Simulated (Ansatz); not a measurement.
Molecule: BiF3, net charge 0, singlet state. SMILES: [F][Bi]([F])[F]
Coordinates optimised at B3LYP-D3(BJ)/def2-TZVP (Ansatz, a quantum-chemistry and plane-wave program):
```xyz
4

Bi     0.0004    -0.0017     0.2538
F     -1.3717    -1.0299    -0.7847
F     -0.2126     1.7093    -0.7687
F      1.5802    -0.6640    -0.7875
```
Charge 0, spin multiplicity 1.

Wanted: atomisation energy, in kcal/mol. Set-up: def2 sets with scalar-relativistic core potentials past Kr; dispersion terms only where a functional's name holds one; LANL2DZ with its own core potentials from Na on; no spin-orbit coupling; atomisation electronic, to ground-state atoms; open shells spin-unrestricted. First-principles rows: single points at B3LYP-D3(BJ) geometries (Ansatz).

```tsv
species	coefficient	E at B3LYP/LANL2DZ (Ansatz), Eh	E at B3LYP/def2-TZVPD (Ansatz), Eh
[F][Bi]([F])[F]	-1	-305.10548	-514.47615
Bi atom	+1	-5.41799	-214.68487
F atom	+3	-99.74999	-99.77110
```

 1 Eh = 627.5095 kcal/mol.

Problem. Work the quantity out at each level.

Solution. 
- B3LYP/LANL2DZ: the sum of coefficient times E is 0.43752 Eh, or 274.55 kcal/mol. Result: 274.5 kcal/mol.
- B3LYP/def2-TZVPD: the sum of coefficient times E is 0.47798 Eh, or 299.94 kcal/mol. Result: 299.9 kcal/mol.
